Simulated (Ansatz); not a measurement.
Program: Ansatz. Geometries: PBE0-D4/def2-TZVP. ΔE: electronic, gas phase. CCSD(T)/CBS adds triple-zeta CCSD(T) − MP2 to the extrapolated MP2 energy (def2 sets, frozen cores). This one scheme is used for every species. Functionals use def2-TZVPP. Each species was taken in one conformer, which may not be the lowest.

Reaction (formal exchange of groups at the Al–C bond): `F[CH2][AlH][O][SiH3]` + CH₄ → `[CH3][AlH][O][SiH3]` + `CF`

(1) Is it downhill or uphill in electronic energy at CCSD(T)/CBS, and by how much? (Best estimate.)

(2) What do these levels give: ωB97X-V, ωB97M-V, HF/def2-QZVPP, MP2/def2-QZVPP, HF/CBS(def2), MP2/CBS(def2)? (An estimate is asked.)

Largest T1 diagnostic among the species: 0.012.

Results:

(1) Ansatz gave: Downhill: ΔE = -20.5 kJ/mol.

(2) Ansatz gave: ωB97X-V -18.1, ωB97M-V -18.2, HF/def2-QZVPP -25.0, MP2/def2-QZVPP -22.8, HF/CBS(def2) -25.1, MP2/CBS(def2) -22.4 kJ/mol.

From PBE to PBE0 (25 % exact exchange), in def2-TZVPP and without D4, ΔE moves by −3.8 kJ/mol.
